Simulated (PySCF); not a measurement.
C4H9LiO, SMILES [Li][O]C(C)(C)C. Atoms are numbered in the order given.

```xyz
15

Li     0.0000     0.0000     2.8482
O      0.0000     0.0000     1.2680
C      0.0000     0.0000    -0.1107
C      1.2562    -0.7253    -0.6288
C     -1.2562    -0.7253    -0.6288
C      0.0000     1.4506    -0.6288
H      1.3030    -0.7523    -1.7307
H      1.2670    -1.7612    -0.2523
H      2.1588    -0.2166    -0.2523
H     -1.2670    -1.7612    -0.2523
H     -1.3030    -0.7523    -1.7307
H     -2.1588    -0.2166    -0.2523
H      0.8918     1.9779    -0.2523
H     -0.8918     1.9779    -0.2523
H      0.0000     1.5046    -1.7307
```

Coordinates come from a ωB97X-D3(BJ)/def2-SVP optimisation. The isomer is the one that the SMILES or the coordinates give; other isomers of the formula were not compared.

These are PySCF with ωB97X-D3(BJ)/def2-SVP values and carry that method's errors.

No scaling factor is applied to the harmonic values.

Modes within 1.5 cm⁻¹ of each other (mostly degenerate sets) share a row, with their intensities summed.

| mode | ν (cm⁻¹) | IR (km/mol) | moving atoms (share of kinetic energy) |
|---|---|---|---|
| 1–2 | 126 | 125.4 | Li 59 %, C 16 %, O 16 %, H 9 % |
| 3 | 224 | 0.0 | H 100 % |
| 4–5 | 283 | 0.1 | H 96 % |
| 6–7 | 349 | 10.8 | C 45 %, H 38 %, O 17 % |
| 8 | 401 | 1.1 | H 39 %, C 35 %, O 15 %, Li 11 % |
| 9–10 | 493 | 32.2 | C 40 %, O 32 %, H 28 % |
| 11 | 724 | 17.6 | C 52 %, Li 27 %, H 18 % |
| 12 | 859 | 19.8 | C 37 %, H 32 %, Li 31 % |
| 13–14 | 909 | 0.6 | H 60 %, C 40 % |
| 15 | 938 | 0.0 | H 83 %, C 17 % |
| 16–17 | 1035 | 0.6 | H 70 %, C 30 % |
| 18 | 1148 | 77.3 | H 32 %, O 30 %, C 20 %, Li 18 % |
| 19–20 | 1262 | 32.4 | C 62 %, H 37 % |
| 21 | 1330 | 373.8 | C 55 %, O 30 %, H 12 % |
| 22–23 | 1382 | 44.3 | H 66 %, C 34 % |
| 24 | 1398 | 12.3 | H 76 %, C 24 % |
| 25 | 1450 | 0.0 | H 96 % |
| 26–27 | 1462 | 0.1 | H 96 % |
| 28–29 | 1475 | 3.2 | H 93 % |
| 30 | 1495 | 0.8 | H 93 % |
| 31–32 | 3046 | 70.6 | H 97 % |
| 33 | 3054 | 13.1 | H 97 % |
| 34–35 | 3141 | 4.2 | H 90 %, C 10 % |
| 36 | 3144 | 0.0 | H 90 %, C 10 % |
| 37–39 | 3150 | 209.4 | H 91 %, C 9 % |
